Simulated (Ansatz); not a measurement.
Geometry optimisation, RHF/def2-SVP in Ansatz 0.2.0.

Input file:

```yaml
crystal:
  periodic: [false, false, false]
  atoms:
    - { symbol: Al, position_ang: [0.0, 0.0, 0.0] }
    - { symbol: O, position_ang: [0.0, 0.0, 2.13] }
    - { symbol: H, position_ang: [-0.9095, -0.2814, 2.4671] }
    - { symbol: O, position_ang: [1.5415, 0.0, -0.89] }
    - { symbol: H, position_ang: [1.8414, -0.9519, -1.0449] }
    - { symbol: O, position_ang: [-1.5415, 0.0, -0.89] }
    - { symbol: H, position_ang: [-2.0512, -0.8467, -0.6815] }
    - { symbol: H, position_ang: [0.0834, 1.7631, 0.5865] }
    - { symbol: H, position_ang: [0.0646, 1.3656, 1.5323] }
basis:
  gaussian: { orbitals: def2-SVP }
hamiltonian:
  xc: hf
relax:
  f_tol: 0.15
  max_steps: 25
  restrain:
    - { distance: [0, 7], at: 2.76, k: 30.0 }
    - { distance: [8, 1], at: 2.21, k: 30.0 }
    - { distance: [0, 1], at: 1.78, k: 30.0 }
    - { distance: [8, 7], at: 0.66, k: 30.0 }
```

Run as:

```bash
$ ansatz run input.yaml --threads 1 --pin off --max-ram 2048MiB --backend cpu --events-out ev --progress --plain --runs-dir out
```

**Question.** Where does it end, and by what steps?

**Answer.** It converged. The restraints hold the end off the free minimum; the threshold counts their pulls, which the force column leaves out. Restrained pairs: Al1–H8 (1.86 → 2.76 Å), O2–H9 (1.49 → 2.22 Å), Al1–O2 (2.13 → 1.74 Å), H8–H9 (1.03 → 0.71 Å). After 9 steps the energy has fallen by 3.074 eV (the restraints' own energy left out); H5 moved furthest, 0.72 Å.

```tsv
step	energy less start (eV)	largest force component (eV/Å)	accepted
0	0.0000	3.831	yes
1	-1.0010	2.993	yes
2	-1.7340	2.820	yes
3	-2.4937	1.895	yes
4	-2.7931	0.810	yes
5	-2.9101	1.124	yes
6	-2.9874	1.486	yes
7	-3.0071	1.267	yes
8	-3.0677	1.124	yes
9	-3.0743	1.245	yes
```

```xyz
9
Properties=species:S:1:pos:R:3
Al -0.071 -0.389 0.005
O 0.031 -0.401 1.742
H -0.666 -0.518 2.364
O 1.342 -0.458 -0.891
H 2.240 -0.534 -0.621
O -1.535 -0.377 -0.809
H -2.436 -0.305 -0.556
H 0.041 2.270 0.739
H 0.083 1.761 1.237
```

The run took 12 s on 1 thread of Arm Neoverse V2 (shared host), peak memory 0.13 GiB.
